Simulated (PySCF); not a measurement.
C2H3, SMILES [CH][CH2+] (connectivity only; charge and spin as stated), charge +1, multiplicity 1. Atoms are numbered in the order given.

```xyz
5

C      0.0000     0.0000    -0.5796
C      0.0000     0.0000     0.6721
H      0.0000     0.0000     1.7533
H      0.0000    -0.9394    -1.1541
H      0.0000     0.9394    -1.1541
```
Charge +1, spin multiplicity 1.

Coordinates come from a B3LYP-D3(BJ)/def2-TZVP optimisation.

Calculation: PBE/def2-TZVPD (PySCF).

* **total energy**: -77.50192 hartree
* **point group**: C2v
* **highest occupied level**: -15.61 eV
* **lowest empty level**: -12.31 eV
* **orbital gap**: 3.30 eV
* **dipole moment about the centre of nuclear charge**: 0.093 e·Å
* **mean static polarisability**: 18.4 bohr³ (2.73 Å³)
* **polarisability, principal values**: 13.7, 15.6, 25.9 bohr³
